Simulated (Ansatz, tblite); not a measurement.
Isomers of Be$_{3}$O$_{3}$⁺ (doublet), found by a short tight-binding search and relaxed with PBE0-D4/def2-SVP in Ansatz.

The xTB rows come from tblite. Correlated methods freeze 3 core orbitals. In CCSD on the charge 1 doublet the largest single amplitude is 0.33, so its Hartree–Fock determinant may place the open shell otherwise than the density functionals do.

Run but left out: HF/def2-TZVPP (B: a determinant that CCSD turns far, T1 0.055); MP2/def2-TZVPP (A: ⟨S²⟩ 1.05, where a pure state has 0.75).

A: At LDA (SPW92)/def2-TZVP, PBE-D4/def2-TZVP, r2SCAN-D4/def2-TZVP the gap within one spin of the charge 1 doublet nearly closes, so an electron or hole may be smeared out by delocalisation error. At CCSD(T)/def2-TZVPP the charge 1 doublet is spin-contaminated (final ⟨S²⟩ up to 1.05, 0.75 for a pure state). It holds 1 O–O bond. B: At LDA (SPW92)/def2-TZVP, PBE-D4/def2-TZVP the gap within one spin of the charge 1 doublet nearly closes, so an electron or hole may be smeared out by delocalisation error. At CCSD(T)/def2-TZVPP T1 of the charge 1 doublet is large (up to 0.055), so the single-reference result is doubtful. C: At CCSD(T)/def2-TZVPP the charge 1 doublet is spin-contaminated (final ⟨S²⟩ up to 0.87, 0.75 for a pure state). It holds 1 O–O bond.

Other spin states weren't relaxed.

A:

```xyz
6

Be   -0.063    0.033    0.211
Be    0.638   -1.057   -2.141
Be   -0.698    1.778    2.354
O    -0.379    0.935    1.278
O    -0.503   -0.840   -1.079
O     1.005   -0.849   -0.624
```

B:

```xyz
6

Be   -1.004    0.044   -0.918
Be   -0.244   -0.070    1.607
Be    1.231    0.021   -0.580
O     1.081   -0.046    0.946
O     0.249    0.072   -1.638
O    -1.313   -0.021    0.584
```

C:

```xyz
6

Be    0.3963    2.4100    0.2357
Be    0.5587   -0.4909    0.7093
Be   -0.6640   -0.1456   -0.7712
O     0.3621   -1.4044   -0.6267
O     0.1530    0.9421    0.0931
O    -0.8061   -1.3112    0.3598
```

Problem. Estimate which lies lowest at each level, and how far above it the others are (kJ/mol).

Solution. 
| level | A | B | C |
| --- | --- | --- | --- |
| GFN1-xTB | 107.6 | 0.0 | 171.7 |
| GFN2-xTB | 133.2 | 0.0 | 239.3 |
| LDA (SPW92)/def2-TZVP | 376.4 | 0.0 | 366.6 |
| PBE-D4/def2-TZVP | 367.1 | 0.0 | 373.3 |
| r2SCAN-D4/def2-TZVP | 392.2 | 0.0 | 389.6 |
| PBE0-D4/def2-TZVP | 400.6 | 0.0 | 373.6 |
| ωB97X-V/def2-TZVP | 452.2 | 0.0 | 371.0 |
| CCSD/def2-TZVPP | 424.9 | 0.0 | 358.4 |
| CCSD(T)/def2-TZVPP | 421.9 | 0.0 | 355.5 |
Point groups (tolerance 0.1 Å): A Cs, B C2v, C C2v. Lower isomers may exist.
